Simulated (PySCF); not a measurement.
A side-by-side comparison of computed properties.

First species: C₄H₇F₃O₂.
SMILES with atom numbers: `[CH3:1][O:2][CH2:3][O:4][CH2:5][C:6]([F:7])([F:8])[F:9]` (hydrogens: H10, H11, H12 on C1; H13, H14 on C3; H15, H16 on C5)

Second species: 2-methyl-3-butenoic acid, C5H8O2.
SMILES with atom numbers: `[CH2:1]=[CH:2][C@H:3]([CH3:4])[C:5](=[O:6])[OH:7]` (hydrogens: H8, H9 on C1; H10 on C2; H11 on C3; H12, H13, H14 on C4; H15 on O7)

Levels: CAM-B3LYP/def2-SVPD for dipole moment, HOMO energy, LUMO energy, HOMO–LUMO gap, static isotropic polarisability and electronic spatial extent ⟨r²⟩ about the centre of nuclear charge; TDDFT CAM-B3LYP/def2-SVPD for lowest singlet excitation; PBE0-D3(BJ)/def2-SVP for rotational constant A and rotational constant C. Geometries: PBE0-D3(BJ)/def2-SVP. Each structure is a single optimised conformer of the isolated species, non-relativistic unless stated; the electronic structure was computed with PySCF and density fitting.

The conformers computed, where there is a choice (atom-mapped SMILES and torsion angles):
- `[CH3:1][O:2][CH2:3][O:4][CH2:5][C:6]([F:7])([F:8])[F:9]`: C1–O2–C3–O4 67°, O2–C3–O4–C5 69°, C3–O4–C5–C6 96°, O4–C5–C6–F7 59°
- `[CH2:1]=[CH:2][C@H:3]([CH3:4])[C:5](=[O:6])[OH:7]`: C1–C2–C3–C4 -122°, C2–C3–C5–O6 81°, H–O7–C5–C3 177°

(1) Which has the higher HOMO energy?

(2) Which has the higher static isotropic polarisability?

(3) Which of the two has the higher ⟨r²⟩, and by how much?

(4) Which of the two has the higher HOMO–LUMO gap, and by how much?

(5) Which has the higher rotational constant A?

(6) Which has the higher rotational constant C?

(7) Which has the higher dipole moment?

(8) Which of the two has the higher S1 energy, and by how much?

Answers

(1) The second: -9.07 eV against -9.87 eV, a difference of 0.80 eV.

(2) The second: 68.7 au against 61.7 au, a difference of 7.0 au.

(3) The first: 1476 bohr² against 812 bohr², a difference of 664 bohr².

(4) The first: 11.00 eV against 9.69 eV, a difference of 1.31 eV.

(5) The first: 3.785 GHz against 3.569 GHz, a difference of 0.216 GHz.

(6) The second: 1.628 GHz against 0.777 GHz, a difference of 0.851 GHz.

(7) The first: 2.48 D against 1.60 D, a difference of 0.88 D.

(8) The first: 7.93 eV against 5.79 eV, a difference of 2.14 eV.

On the first: The principal polarisabilities are 54.9, 59.0 and 71.1 au; their mean is the isotropic value. S1 lies 3.07 eV below the HOMO–LUMO gap; its leading configuration is HOMO→LUMO, weight 0.83.

On the second: The dipole matches unit charges of opposite sign 0.33 Å apart (1 e·Å = 4.8032 D).
